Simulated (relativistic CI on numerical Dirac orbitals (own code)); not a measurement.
Line list: Electric-dipole lines, Yb67+

These numbers are calculated, not measured: Dirac-Coulomb-Breit CI, KLI orbitals optimised for each configuration, QED by a radiative potential, unscaled Slater integrals (own radial code, finite nucleus).

CI space (outside the closed core 1s2): 2s, 2p, 3s, 3p, 3d, 4s, 4p, 4d, 4f, 5s, 5p, 5d, 5f, 5g, 6s, 6p, 6d. Levels of other configurations are missing.

| λ vac (nm) | Lower | Upper | A (s⁻¹) | E lower (Ry) | E upper (Ry) |
| --- | --- | --- | --- | --- | --- |
| 0.10290 | 2p ²P°3/2 [3] | 4d ²D5/2 [13] | 4.45e+14 | 98.99 | 984.59 |
| 0.12140 | 2s ²S1/2 [1] | 3p ²P°3/2 [6] | 4.24e+14 | 0.00 | 750.64 |
| 0.12339 | 2p ²P°1/2 [2] | 3d ²D3/2 [7] | 1.28e+15 | 13.01 | 751.52 |
| 0.13809 | 2p ²P°3/2 [3] | 3d ²D5/2 [8] | 1.37e+15 | 98.99 | 758.88 |
| 0.26886 | 3p ²P°3/2 [6] | 5d ²D5/2 [20] | 7.37e+13 | 750.64 | 1089.58 |
| 0.26955 | 3d ²D3/2 [7] | 5f ²F°5/2 [21] | 9.54e+13 | 751.52 | 1089.59 |
| 0.27490 | 3d ²D5/2 [8] | 5f ²F°7/2 [23] | 9.73e+13 | 758.88 | 1090.36 |
| 0.35533 | 3p ²P°1/2 [5] | 4d ²D3/2 [12] | 1.22e+14 | 725.02 | 981.48 |
| 0.38950 | 3p ²P°3/2 [6] | 4d ²D5/2 [13] | 1.49e+14 | 750.64 | 984.59 |
| 0.39096 | 3d ²D3/2 [7] | 4f ²F°5/2 [14] | 2.84e+14 | 751.52 | 984.61 |
| 0.40101 | 3d ²D5/2 [8] | 4f ²F°7/2 [15] | 2.94e+14 | 758.88 | 986.12 |
| 0.77472 | 4p ²P°1/2 [10] | 5d ²D3/2 [19] | 2.34e+13 | 970.36 | 1087.98 |
| 0.84005 | 4p ²P°3/2 [11] | 5d ²D5/2 [20] | 3.10e+13 | 981.10 | 1089.58 |
| 0.84290 | 4d ²D3/2 [12] | 5f ²F°5/2 [21] | 5.21e+13 | 981.48 | 1089.59 |
| 0.86155 | 4d ²D5/2 [13] | 5f ²F°7/2 [23] | 5.53e+13 | 984.59 | 1090.36 |
| 0.86167 | 4f ²F°5/2 [14] | 5g ²G7/2 [22] | 8.89e+13 | 984.61 | 1090.36 |
| 0.87035 | 4f ²F°7/2 [15] | 5g ²G9/2 [24] | 9.09e+13 | 986.12 | 1090.83 |
| 1.5474 | 5p ²P°3/2 [18] | 6d ²D5/2 [29] | 9.21e+12 | 1087.79 | 1146.68 |
| 3.1263 | 3s ²S1/2 [4] | 3p ²P°3/2 [6] | 7.09e+11 | 721.49 | 750.64 |
| 7.4853 | 4s ²S1/2 [9] | 4p ²P°3/2 [11] | 1.75e+11 | 968.93 | 981.10 |

Terms are leading LS components. Brackets give the number of a level in order of energy, since labels repeat. The list gives strong lines, with weight on those to low levels, without lines whose two gauges differ by over a factor of 2.5. Levels whose partners in the same complex of configurations lie outside the list can be far off, and so can their lines. Rates are taken at the computed energies, electric ones in the length gauge.

At this charge energies of transitions that change n are usually good to better than 1 %, and those within a shell (Δn = 0) to a few per cent.

Task: From the table, what is the radiative lifetime of 4d ²D5/2?

Result: The listed rates from this level add up to about 5.94e+14 s⁻¹, 100 % of its decay; with all channels τ = 1.68e-15 s.
